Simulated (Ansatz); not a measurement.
`[CH3][Hf]12345678([F])([C@H]9[C@@H]1[C@@H]2[C@@H]3[C@H]94)[C@H]1[C@@H]5[C@@H]6[C@@H]7[C@H]18`. The species carries charge 0 and has multiplicity 1. Correlated methods include outer-core shells of Hf, which these sets cover unevenly. Hf takes the def2 core potential.

```xyz
26

C    -2.197    0.362   -0.751
Hf   -0.023    0.488   -0.137
F     0.274    2.356   -0.557
C     0.429   -0.182   -2.550
C     0.045   -1.366   -1.879
C     1.036   -1.669   -0.930
C     2.031   -0.662   -1.002
C     1.660    0.240   -2.022
C     0.776    1.144    2.166
C     1.006   -0.242    2.051
C    -0.249   -0.888    1.979
C    -1.250    0.101    2.054
C    -0.618    1.356    2.165
H    -2.305    0.566   -1.821
H    -2.777    1.121   -0.213
H    -2.674   -0.605   -0.557
H    -0.138    0.324   -3.317
H    -0.858   -1.929   -2.059
H     1.040   -2.517   -0.261
H     2.933   -0.614   -0.410
H     2.194    1.137   -2.298
H     1.533    1.913    2.210
H     1.972   -0.725    2.031
H    -0.414   -1.952    1.891
H    -2.315   -0.073    2.018
H    -1.111    2.316    2.199
```

Question: Give the diagnostics of a CCSD(T)/def2-TZVPP run (frozen core, the Gaussian-basis code of Ansatz). (Best estimate.)

Answer: Ansatz gave: T1 = 0.0119, largest single amplitude 0.030, largest double 0.024, (T) share of the correlation energy 4.9 %, 12 CCSD cycles. The RHF solution is stable towards an unrestricted one. T1 lies under the customary mark of 0.02 for closed shells.
